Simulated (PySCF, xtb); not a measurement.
H3InOS2, SMILES [OH][In]([SH])[SH]. The values are those of a single conformer.

Harmonic wavenumbers (cm⁻¹) from xtb with GFN2-xTB at its own minimum, in rising order: 67, 70, 98, 114, 169, 211, 281, 340, 423, 569, 616, 646, 2384, 2411, 3634.

What does PBE-D3(BJ)/def2-SVP in PySCF give at its own minimum? (The exact figures need the calculation; the answer reports its results.)

73, 97, 106, 106, 199, 224, 312, 356, 574, 629, 668, 805, 2613, 2614, 3707. Paired by order, the mean absolute difference is 71 cm⁻¹ and the zero-point energies are 17.2 and 18.7 kcal/mol.
